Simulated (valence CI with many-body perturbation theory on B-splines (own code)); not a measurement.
## Ladder of approximations for Nd IV

Calculated by relativistic CI+MBPT: three valence electrons over a frozen Dirac-Fock core [Xe], radial functions for each j: 8 s, 8 p, 9 d, 9 f, 6 g, 3 h, 2 i, with the one-electron correlation potential Σ1 (screened to all orders), the two-electron term Σ2, the three-electron term Σ3, Breit, model QED; the open f shell's mean field enters the energy denominators; selected single and double excitations, second order for the rest, scaled by the run's own slope (own B-spline code, finite nucleus).

Set against measurement, 32 paired levels are off by 185 cm⁻¹ on average, the worst by 445. These come from a selection out of Arab et al., J. Quant. Spectrosc. Radiat. Transfer 229, 145 (2019) and Gaigalas et al. (2019), from Wyart et al. (2007). Levels without a partner in it may be off by more, other configurations by several thousand cm⁻¹.

Each rung adds one term. CI alone is the Dirac-Coulomb CI over the frozen core; QED comes last and gives the full result, which names the levels. Energies are above 4f3 4I°_9/2 on the same rung, in cm⁻¹. A blank means that the level has no clear partner on that rung.

Names give the largest LS component (configuration and term), which can be under half, so a name can repeat, a term be missing and a line seem to break the LS rules; names also repeat where a configuration has a term twice. Letters in brackets count levels of one name in rising energy.

```tsv
Level	CI alone	+ Σ1	+ Σ2	+ Σ3	+ Breit	Full
4f3 4I°_11/2	1437	1738	2097	2103	1930	1941
4f3 4I°_13/2	2988	3599	4321	4330	3971	3992
4f3 4I°_15/2	4622	5545	6627	6634	6080	6111
4f3 4F°_3/2	10616	11995	11775	11720	11766	11774
4f3 2H°_9/2 [a]	10158	11565	13084	12803	12744	12754
4f3 4F°_5/2	11395	12959	12979	12907	12836	12851
4f3 4F°_7/2	12079	13762	14083	13976	13811	13830
4f3 4S°_3/2	11826	13388	13458	14118	14012	14030
4f3 4F°_9/2	12903	14737	15492	15363	15081	15107
4f3 2H°_11/2 [a]	12616	14509	16746	16469	16142	16170
4f3 2G°_7/2 [a]	14412	16489	18003	17803	17699	17718
4f3 4G°_5/2	16143	18174	17776	17897	17936	17947
4f3 4G°_7/2	17260	19518	19946	19858	19706	19729
4f3 2K°_13/2	17512	19042	20155	20044	19802	19821
4f3 4G°_9/2			20421	20424	20153	20182
4f3 2G°_9/2 [a]			22238	21986	21594	21631
4f3 2D°_3/2 [a]	18004	20359	21366	21859	21839	21856
4f3 2K°_15/2	19169	20993	22380	22270	21864	21892
4f3 4G°_11/2	19579	22195	22648	22722	22318	22352
4f3 2P°_1/2	19504	22023	23241	24100	24014	24037
4f3 2D°_5/2 [a]	19779	22520	24474	24687	24488	24516
4f3 2P°_3/2	21840	24919	26742	27293	26972	27012
4f3 4D°_3/2	25987	29417	29106	29373	29371	29389
4f3 4D°_5/2	26160	29650	29265	29515	29536	29553
4f3 4D°_1/2	26608	30125	29782	30028	29930	29955
4f3 2I°_11/2	27182	29613	29763	30200	30043	30064
4f3 2L°_15/2	28982	31148	30961	31050	30716	30742
4f3 2I°_13/2	28194	30797	31310	31833	31480	31511
4f3 4D°_7/2	28065	31873	31757	31953	31769	31800
4f3 2L°_17/2	30344	32710	32637	32737	32254	32286
4f3 2H°_9/2 [b]	30584	33801	33784	33786	33595	33623
```

(1) How does the ionisation energy move along the ladder, and which term matters most?

Results:

(1) CI alone 28.667, + Σ1 32.489, + Σ2 40.590, + Σ3 40.602, + Breit 40.705, + QED 40.723 eV. The largest step is Σ2, 8.100 eV. NIST lists 40.6 ± 0.04 eV (semi-empirical), further off than its uncertainty and the later steps.
